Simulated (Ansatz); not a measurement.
SiHCl₃⁻. Total charge -1; doublet. Geometry r2SCAN-D4/def2-SVP, that of the neutral singlet; atoms count from 1.

```xyz
5

Si    0.0448    0.0791    0.0760
H     0.6000    1.0657    1.0212
Cl    1.5600   -0.7433   -1.0319
Cl   -1.2872    1.0016   -1.1784
Cl   -0.9176   -1.4032    1.1132
```

The highest occupied level of the charge -1 doublet lies above zero (up to 1.64 eV). By energy differences it is unbound by 0.65 eV (vertical, against the charge 0 singlet, at PBE0-D4/def2-TZVPD) and held by the finite basis.

(1) Estimate the Mulliken populations from the PBE0/def2-TZVPD orbitals of Ansatz.

(2) Where does the spin sit?

Answers

(1) 
```tsv
atom	charge (e)	spin (α − β)
Si1	-0.84	1.70
H2	-0.08	0.03
Cl3	-0.03	-0.24
Cl4	-0.03	-0.24
Cl5	-0.03	-0.24
```
Mulliken values depend strongly on the basis. With diffuse functions, as here, like atoms can get unlike values, and bond orders can come out too low or too high.

(2) Summed by element: Si 1.70, H 0.03, Cl -0.73, of 1 unpaired in all. Largest on single atoms: Si1 1.70, Cl3 -0.24, Cl5 -0.24.
